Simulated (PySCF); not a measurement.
# Bonding in `C=COC/C([SiH3])=C/[SiH3]`

C5H12OSi2.
SMILES with atom numbers: `[CH2:1]=[CH:2][O:3][CH2:4]/[C:5]([SiH3:6])=[CH:7]/[SiH3:8]` (hydrogens: H9, H10 on C1; H11 on C2; H12, H13 on C4; H14, H15, H16 on Si6; H17 on C7; H18, H19, H20 on Si8)

Geometry (GFN2-xTB, Å), atoms numbered from 1 in this order:
```
atom  x, y, z in Å
C1     3.656    0.483   -0.026
C2     2.816   -0.206    0.730
O3     1.466   -0.227    0.681
C4     0.808    0.509   -0.329
C5    -0.633    0.091   -0.280
Si6   -0.795   -1.610    0.530
C7    -1.598    0.875   -0.755
Si8   -3.443    0.519   -0.789
H9     3.339    1.144   -0.811
H10    4.714    0.397    0.133
H11    3.159   -0.860    1.521
H12    0.939    1.589   -0.167
H13    1.233    0.258   -1.313
H14    0.159   -2.533   -0.089
H15   -2.152   -2.102    0.268
H16   -0.583   -1.508    1.972
H17   -1.298    1.834   -1.175
H18   -3.742   -0.581   -1.709
H19   -4.109    1.734   -1.274
H20   -3.941    0.206    0.553
```

Bond orders from the PBE0/pcSseg-1 density (PySCF). One conformer (not necessarily the lowest) at the GFN2-xTB geometry, without solvent, vibrations or thermal averaging.

Question: Where do the orders between heavy atoms depart from those drawn in the SMILES?

Answer: The largest departure is 0.162, at C5–Si6 (drawn single, 0.838). Drawn single, order below 0.88: O3–C4 (0.861) and C5–Si6 (0.838).

Question: Give the Mayer order of every bond between heavy atoms, beside its length.

Answer: 
```
  bond  drawn as  length (Å)  Mayer order
 C1–C2    double       1.324        1.900
 C2–O3    single       1.351        1.028
 O3–C4    single       1.412        0.861
 C4–C5    single       1.501        1.007
C5–Si6    single       1.891        0.838
 C5–C7    double       1.331        1.931
C7–Si8    single       1.880        0.895
```

By pair of heavy elements: C–C: lowest C4–C5 (1.007, 1.501 Å), highest C5–C7 (1.931, 1.331 Å); in 1 of the 3 pairs the longer bond (by over 0.003 Å) has the higher order (by 0.02 or more). C–O: lowest O3–C4 (0.861, 1.412 Å), highest C2–O3 (1.028, 1.351 Å). C–Si: lowest C5–Si6 (0.838, 1.891 Å), highest C7–Si8 (0.895, 1.880 Å).

Question: And the bonds to hydrogen?

Answer: C–H: 0.92 to 0.97 (6 bonds); H–Si: 0.92 to 0.94 (6 bonds).

Question: Sum the orders of all bonds at each heavy atom with more than one neighbour and set the sums beside the valence in the SMILES.

Answer: C1 3.796 (drawn 4), C2 3.896 (drawn 4), O3 1.889 (drawn 2), C4 3.726 (drawn 4), C5 3.776 (drawn 4), Si6 3.641 (drawn 4), C7 3.756 (drawn 4), Si8 3.724 (drawn 4). Orders between atoms that aren't bonded are not in these sums.

Mayer orders depend on the basis set.
